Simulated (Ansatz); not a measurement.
**Reading a saddle point**

A first-order saddle point of SiH₆O₄, singlet, PBE0-D4/def2-TZVP, with one imaginary mode of 1130i cm⁻¹:

```xyz
11
angstrom
Si 0.0836 -0.2290 0.0284
H 1.5088 0.7252 -0.2214
O 0.6959 -0.7538 1.4602
O -1.4723 -0.7992 0.2023
O 0.3924 -0.8393 -1.4648
H 0.6787 1.5193 -0.2961
O -0.4101 1.5421 -0.0242
H 1.6033 -0.4909 1.6230
H -1.7334 -0.9685 1.1084
H -0.2789 -1.4785 -1.7233
H -1.0682 1.7723 -0.6926
```

Ansatz 0.2.0; basis: def2-TZVPP and def2-QZVPP; cores frozen in the correlated methods. Extrapolation: Hartree–Fock as exp(−7.88 √X), correlation as X^−2.97.

Question: Which contacts change along the imaginary mode, and what lies on either side? (Judge from chemistry; the calculation decides.)

Answer: By the calculation: The step is SiH₄O₃ ([OH][SiH]([OH])[OH]) + H₂O → SiH₄O₄ ([OH][Si]([OH])([OH])[OH]) + H₂, with the molecules in contact on both sides. Shortening one way: Si1–O7, H2–H6; lengthening the same way: Si1–H2, H6–O7.
```csv
pair,one side (Å),saddle (Å),other side (Å)
Si1–O7,3.41,1.84,1.63
H2–H6,5.13,1.15,0.75
Si1–H2,1.48,1.73,3.97
H6–O7,0.96,1.12,2.69
```

Question: Which side is lower, and how far does the saddle lie above each? (To be estimated.)

Answer: By the calculation: The side with Si1–O7, H2–H6 short is lower by 16.28 kcal/mol; the saddle lies 57.14 kcal/mol above it and 40.86 kcal/mol above the other (CCSD(T) at an estimated basis limit (MP2 extrapolated from triple and quadruple zeta, plus CCSD(T) − MP2 in triple zeta); electronic energies).

The T1 diagnostic stays at or below 0.012.

Labels in which every atom is bracketed show which atoms are joined, not bond orders.

For scale, one of the runs: CCSD(T)/def2-TZVPP, 250 basis functions, launched by `ansatz run in.yaml --threads 8 --pin off --events-out ev --progress --plain --max-ram 19148MiB`. The run took 68 s on 8 CPU threads of an Intel Xeon Platinum 8488C (shared host), with 5.7 GiB of host memory at its peak.
